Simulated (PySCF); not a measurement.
C4H6ClF, SMILES F[C@@]1(C)C[C@H]1Cl.

Geometry optimised at B3LYP-D3(BJ)/def2-SVP. The structure was generated by enumeration; whether it is a known compound was not checked.

Method: PySCF with ωB97X/def2-TZVP.

The molecule is in vacuum.

```yaml
total_energy: -716.09743 hartree
highest_occupied_level: -10.17 eV
lowest_empty_level: 2.84 eV
orbital_gap: 13.01 eV
dipole_moment: 3.02 D
quadrupole, principal values (traceless, Buckingham form, about the centre of nuclear charge): -3.93, 0.97, 2.96 D·Å
mean_static_polarisability: 58.0 bohr³ (8.59 Å³)
polarisability_principal_values: 50.3, 54.0, 69.6 bohr³
```
